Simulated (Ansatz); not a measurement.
Stepwise reaction of `O[Si@H](Cl)C[Si@H](O)Cl` with hydrogen, as a gas-phase model of exchange steps in deposition or etching. ΔE in kJ/mol.

Isolated molecules relaxed with PBE0-D4/def2-TZVP in Ansatz; ΔE leaves out vibrations. CBS: MP2 limit from def2 TZ/QZ plus the TZ coupled-cluster correction, frozen cores. This one scheme is used for every species. DFT in def2-TZVPP. B3LYP here is the variant with VWN-RPA as its local correlation; programs differ in this. Each species was taken in one conformer, which may not be the lowest.

```csv
step,reaction,PBE-D4,B3LYP-D4,ωB97M-V,CCSD(T)/CBS
1,`O[Si@H](Cl)C[Si@H](O)Cl` + H₂ → `O[SiH2]C[SiH](O)Cl` + HCl,90.2,88.6,90.3,88.9
2,`O[SiH2]C[SiH](O)Cl` + H₂ → `O[SiH2]C[SiH2]O` + HCl,100.6,99.7,101.8,99.9
```

(1) By hand: ΔE of the 2 steps together at CCSD(T)/CBS.

Answers

(1) (88.9) + (99.9) = 188.8 kJ/mol, or 94.4 kJ/mol a step.

In ΔE each step is higher than the one before. All are uphill at CCSD(T)/CBS. PBE-D4 differs from CCSD(T)/CBS by 0.7 to 1.3 kJ/mol a step. Isolated molecules leave out the surface, adducts and barriers. Largest T1 diagnostic: 0.011.
